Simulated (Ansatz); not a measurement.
Ansatz (an electronic-structure program) input for F5Nb, SMILES [F][Nb-]([F])([F])([F])[F] (connectivity only; charge and spin as stated), charge -1, multiplicity 2, PBE/def2-TZVPD. Geometry optimised at B3LYP-D3(BJ)/def2-SVPD. The spin state was assumed, not searched. The def2 effective core potentials stand for the cores of Nb; spin–orbit coupling is left out.

Ansatz 0.2 input:
```yaml
crystal:
  periodic: [false, false, false]
  atoms:
    - {symbol: Nb, position_ang: [0.00000000, 0.00000000, 0.03093570]}
    - {symbol: F, position_ang: [0.00000000, 0.00000001, 1.93721122]}
    - {symbol: F, position_ang: [-0.00000000, -1.54940377, -1.11585391]}
    - {symbol: F, position_ang: [-1.99213465, 0.00000000, 0.07678367]}
    - {symbol: F, position_ang: [1.99213465, 0.00000000, 0.07678366]}
    - {symbol: F, position_ang: [-0.00000000, 1.54940376, -1.11585393]}
basis:
  gaussian:
    orbitals: def2-TZVPD
hamiltonian:
  xc: {name: PBE}
total_charge: -1
magnetization: {spin_polarized: true, initial_magnetization: 1}
```

Output:

```
WARN ansatz: RAYON_NUM_THREADS=2 ignored (pool sized by the plan → 2); use --threads N
Functional definition: PBE
integrals: 0.18 GiB planned
1303 factors; their error is unknown
mean field: 1.43 GiB planned
mean field evaluation 1: about -15137.6457 eV, gradient 2.6e1 eV
mean field evaluation 2: about -15111.0356 eV, gradient 9.7e1 eV
mean field evaluation 4: about -15139.7276 eV, gradient 4.6e0 eV
mean field evaluation 8: about -15139.7907 eV, gradient 2.2e-1 eV
mean field evaluation 16: about -15139.7871 eV, gradient 2.0e-4 eV
mean field evaluation 32: about -15139.0627 eV, gradient 2.9e-1 eV
mean field evaluation 64: about -15139.1334 eV, gradient 8.2e-1 eV
mean field evaluation 96: about -15138.1910 eV, gradient 4.0e0 eV
mean field -15139.78709572 eV, -556.3769136515 hartree, gradient 5.3e-6 eV, S^2 0.751900; 13 other end points of the search recorded, 0 dependent functions left out
reference -15139.78715082 eV, -556.3769156765 hartree; 30, 29 occupied and 210, 211 virtual orbitals, 1303 factors
Total energy: -15139.78715082 eV, -556.3769156765 hartree
```

The calculation finished and met its thresholds.

Cost: about 60 core-seconds (a rough figure).
